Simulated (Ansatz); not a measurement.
Two isomers of CH7GeNSi: A = `[SiH3][GeH]1[CH2][NH]1`, B = `C1[NH][GeH2][SiH2]1`.

Gas-phase electronic energies from Ansatz, PBE0-D4/def2-TZVP geometries. CCSD(T)/CBS adds triple-zeta CCSD(T) − MP2 to the extrapolated MP2 energy (def2 sets, frozen cores). Functionals use def2-TZVPP. For Ge outer-core shells are correlated without core-valence functions, which leaves a few kJ/mol of doubt a bond. Scalar relativity is left out up to krypton.

(1) Which is lower in electronic energy at CCSD(T)/CBS, and by how much? (Estimate.)

(2) Give E(B) − E(A) in kcal/mol with B2PLYP, ωB97M-V, r2SCAN-D4, PBE-D4, CCSD(T)/def2-TZVPP, HF/def2-TZVPP, MP2/def2-TZVPP. (Estimate.)

Largest T1 diagnostic: 0.013.

Results:

(1) Computed: B, by 15.4 kcal/mol.

(2) Computed: B2PLYP -15.9, ωB97M-V -18.2, r2SCAN-D4 -14.9, PBE-D4 -14.9, CCSD(T)/def2-TZVPP -15.9, HF/def2-TZVPP -21.4, MP2/def2-TZVPP -15.5. None reverses the order clearly.

In def2-TZVPP, CCSD(T) changes the Hartree–Fock value by +5.5 kcal/mol (the triples alone add +1.2 kcal/mol) and MP2 by +5.9 kcal/mol. The D4 term adds −0.9 kcal/mol with B3LYP and −0.4 kcal/mol with PBE0; it sums over pairs of atoms, weighted by their polarisabilities, and B3LYP, whose exchange is more repulsive, gets the larger term.

B3LYP here is the variant with VWN-RPA as its local correlation; programs differ in this.
